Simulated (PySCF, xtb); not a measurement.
Ga(Br)(OH)2 (BrGaH2O2), SMILES [OH][Ga]([OH])[Br]. Other conformers were not sampled.

Harmonic wavenumbers (cm⁻¹) from GFN2-xTB in xtb 6.7.1 at its own minimum, in rising order: 102, 133, 150, 295, 318, 331, 522, 561, 607, 625, 3605, 3642.

**Question.** What does PBE-D3(BJ)/def2-SVP (PySCF) give at its own minimum? (Estimate from the structure and the level; the computed values follow.)

**Answer.** 123, 159, 165, 298, 309, 339, 663, 713, 819, 852, 3716, 3728. Paired by order, the mean absolute difference is 85 cm⁻¹ and the zero-point energies are 15.6 and 17.0 kcal/mol.
